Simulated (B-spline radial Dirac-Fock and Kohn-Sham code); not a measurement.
# How the binding energies of Ru³⁸⁺ add up

System: Ru³⁸⁺ in the configuration [He] 2s2 2p2; nuclear rms radius 4.4809 fm (A = 102).

The run's input, task.json:

```json
{"items": [{
  "Z": 44,
  "q": 38,
  "cfg": [[1, 0, 2], [2, 0, 2], [2, 1, 2]],
  "A": 102,
  "rrms": 4.4809,
  "do": ["binding"]
}]}
```

Launch: `python xray_run.py task.json out`

Level of theory: ΔSCF Dirac-Fock with Breit, self-energy and vacuum polarisation, finite nucleus, configuration average; a radial finite-basis atomic code. The model has no electron correlation. Energies are counted from the vacuum level.

All terms are in eV, carry their sign (relaxation lowers the binding energy) and add up to the binding energy; ⟨r⟩ is the mean radius of the orbital in the initial state.

```csv
subshell,−ε (Koopmans),relaxation,Gaunt,retardation,self-energy,vacuum polarisation,binding energy,⟨r⟩ (bohr)
K,25261.2,-9.99,-38.14,1.38,-24.23,2.90,25193.1,0.033
L1,5792.2,-0.93,-4.01,0.30,-3.19,0.35,5784.7,0.138
"L2,3",5573.3,-1.21,-5.26,1.07,0.00,-0.01,5567.9,0.120
```

For the deepest level, K (1s), the Breit terms make up -0.146 % of the binding energy, QED -0.085 % and orbital relaxation -0.040 %.

Going to the tabulated ground configuration of the next ion removes an electron from L2,3 (2p), computed at 5567.9 eV. NIST lists 5647 ± 6 eV as the ionisation energy of this species (semi-empirical), +79.08 eV from the computed value. Where a p, d or f shell is open in either ion the computed value averages over both j values and all terms, while the table refers to the lowest levels; that difference holds spin-orbit splitting (largest in heavy or highly charged ions), term energies where several electrons share open shells, and correlation, and it can reach 10 % or more.
